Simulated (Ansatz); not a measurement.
Cost and result up the ladder for the cluster Al7H (8 atoms). The state is a singlet with charge 0. Geometry: B3LYP-D4/def2-SVP.

```xyz
8

Al    2.1193   -1.8226   -0.2035
Al   -1.2691    1.0391   -2.1862
Al    0.7313   -0.0557    1.5173
Al   -2.8828    0.6987   -0.2733
Al   -1.2548    1.5802    1.5879
Al    1.1226    0.2481   -1.7262
Al   -0.7901   -0.8616   -0.2995
H     2.2236   -0.8262    1.5835
```

Ansatz on 4 threads of AMD EPYC 7B13 on a shared host. Times are rough, and most runs start from the orbitals of an earlier one. No level here is sound enough to serve as a yardstick. Binding counts from free atoms at the same level (Al doublet, H doublet; other spins of the atoms weren't run), without zero-point energy or a counterpoise term.

LC-ωPBE has ω = 0.4 bohr⁻¹. Correlated methods freeze 35 core orbitals. Another isomer (singlet) lies 0.94 eV lower at PBE0-D4/def2-TZVP; other spin states weren't run for this one.

Run but left out: HF/STO-3G, BHLYP-D4/def2-TZVP (restricted singlet, unstable in another Hartree–Fock run and untested here).

Correlated methods converge slowly with the basis.

| level | functions | wall time | binding energy per atom (eV) | remarks |
| --- | --- | --- | --- | --- |
| PBE-D4/def2-SVP | 131 | 1.8 s | 2.19 | restricted SCF unstable in HF |
| PBE0-D4/def2-SVP | 131 | 2.4 s | 2.09 | restricted SCF unstable in HF |
| BLYP-D4/def2-TZVP | 265 | 3.7 s | 1.91 | restricted SCF unstable in HF |
| PBE-D4/def2-TZVP (with forces) | 265 | 4.6 s | 2.19 | restricted SCF unstable in HF |
| LC-ωPBE/def2-TZVP | 265 | 6.5 s | 1.86 | restricted SCF unstable in HF |
| r2SCAN-D4/def2-TZVP | 265 | 8 s | 2.18 | restricted SCF unstable in HF |
| PBE0-D4/def2-TZVP | 265 | 9 s | 2.10 | restricted SCF unstable in HF |
| MP2/def2-TZVP | 265 | 9 s | 2.12 | restricted SCF unstable |
| CCSD(T)/def2-TZVPP | 308 | 9 min | 1.98 | large T1 (0.033), restricted SCF unstable |
